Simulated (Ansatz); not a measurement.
`O[SiH](O)O[SiH](O)F`, charge 0, multiplicity 1.

(1) Give a relaxed structure at PBE0-D4/def2-TZVP (Ansatz 0.2.0). (Best estimate.)

Results:

(1) Computed: 
```xyz
12

O    -0.740   -1.421   -1.389
Si    0.471   -1.356   -0.294
O     0.313   -2.607    0.729
O     0.405    0.087    0.488
Si   -0.357    1.511    0.505
O     0.666    2.746    0.715
F    -1.093    1.631   -0.914
H    -1.041   -0.595   -1.772
H     1.812   -1.474   -0.886
H    -0.571   -2.865    0.994
H    -1.382    1.603    1.550
H     1.517    2.741    0.274
```
This is one stationary point; other conformers may exist.
